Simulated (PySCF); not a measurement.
**TlCl: mean field, correlation and small terms against distance**

State: ¹Σ⁺, singlet, closed shell. RHF-based CCSD(T) in PySCF 2.14 with Tl cc-pwCVDZ-PP with ECP60, Cl aug-cc-pV(D+d)Z and Tl cc-pwCVTZ-PP with ECP60, Cl aug-cc-pV(T+d)Z (frozen core orbitals: 9; scalar-relativistic core potentials). Correlation energies are extrapolated as n⁻³ (n = 2, 3), Hartree–Fock as (n+1)·exp(−9√n). CV is the change on freezing 5 orbitals instead, in Tl cc-pwCVTZ-PP with ECP60, Cl cc-pwCVTZ. All energies in eV from Tl + Cl.

```csv
R (Å),HF/CBS,CCSD corr.,(T),CV,total
2.2207,-2.576,-1.145,-0.1571,-0.0152,-3.893
2.3216,-2.941,-1.112,-0.1566,-0.0121,-4.222
2.4226,-3.124,-1.083,-0.1562,-0.0097,-4.374
2.5235,-3.182,-1.057,-0.1555,-0.0079,-4.403
2.6245,-3.155,-1.033,-0.1545,-0.0065,-4.349
2.7506,-3.045,-1.005,-0.1527,-0.0052,-4.208
2.8768,-2.884,-0.979,-0.1505,-0.0042,-4.018
```

A fit to the total gives Re = 2.5027 Å, De = 4.405 eV, ωe = 281.7 cm⁻¹, Be = 0.09009 cm⁻¹ (masses 204.9744 and 34.9689 u).

Question: At R = 2.5235 Å the CCSD correlation energy is -0.482585 hartree in the smaller basis and -0.648214 in the larger. Extrapolate it.

Answer: (3³·E3 − 2³·E2)/(3³ − 2³) = -0.71795 hartree; the larger basis holds 90.3 % of it.

The T1 diagnostic is 0.015. The open-shell atoms are computed with UHF. Spin–orbit coupling, excitations beyond (T) and corrections to the Born–Oppenheimer picture are left out, and spin–orbit coupling matters for open p, d or f shells this heavy.
